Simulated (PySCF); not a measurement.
## Radial density of Dy(2+) (dysprosium, charge +2)

UHF, [Xe] 4f9 6p1, one real determinant (an excited configuration). All numbers are calculated (PySCF 2.14, the spin-free X2C one-electron Hamiltonian (Gaussian nucleus), in cc-pVDZ-X2C).

```csv
r (bohr),4πr²ρ (e/bohr),4πr²(ρα − ρβ)
0.0180,86.29,0.0045
0.0304,78.29,0.0113
0.0511,109.0,0.0175
0.0859,105.2,0.0197
0.144,95.23,0.2990
0.243,80.88,1.9651
0.409,49.36,5.9064
0.687,37.48,5.8742
1.16,12.71,2.1702
1.94,3.478,0.1457
3.27,0.4232,0.3148
5.50,0.1338,0.1337
9.25,0.002715,0.0027
```

Densities and radii are taken from the X2C orbitals without a picture-change correction, which distorts them close to the nucleus.

⟨L²⟩ = 26.02 against 42 for a pure I term, so this real determinant mixes terms. Spin-orbit coupling, absent here, splits the open shell strongly.
